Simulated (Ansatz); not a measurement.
Reactions of C$_{4}$H$_{9}$Al, SMILES `C[CH]1[CH2][Al]1[CH3]`.

Gas-phase electronic energies from Ansatz, PBE0-D4/def2-TZVP geometries. CCSD(T)/CBS is the MP2 limit (def2-TZVPP, def2-QZVPP) plus CCSD(T) − MP2 in def2-TZVPP, frozen cores. DFT in def2-TZVPP. def2 core potentials past Kr. For Se, Zr outer-core shells are correlated without core-valence functions, which leaves a few kJ/mol of doubt a bond. Scalar relativity is left out up to krypton. Each species was taken in one conformer, which may not be the lowest.

| reaction | ωB97M-V (kJ/mol) | B2PLYP (kJ/mol) |
| --- | --- | --- |
| `C[CH]1[CH2][Al]1[CH3]` + `[SiH3]N[SiH2]Cl` → `CN([SiH3])[SiH2]Cl` + `[CH3][Al]1[CH2][CH2]1` | 33 | 36 |
| `C[CH]1[CH2][Al]1[CH3]` + `O[SiH](F)[SeH]` → `C[Se][SiH](O)F` + `C[CH]1[CH2][AlH]1` | 54 | 53 |
| `C[CH]1[CH2][Al]1[CH3]` + `[OH][Zr]([OH])([Cl])[c]1ccccc1` → `C[O][Zr]([OH])([Cl])[c]1ccccc1` + `C[CH]1[CH2][AlH]1` | 91 | 85 |
| `C[CH]1[CH2][Al]1[CH3]` + `C=C(N)[SiH3]` → `C=C([SiH3])NC` + `[CH3][Al]1[CH2][CH2]1` | 25 | 27 |

(1) Give the CCSD(T)/CBS values in the same order. (Best estimate.)

Largest T1 diagnostic: 0.015, for `C[O][Zr]([OH])([Cl])[c]1ccccc1`.

Answers

(1) The calculation gave: 36, 52, 90, 28 kJ/mol.
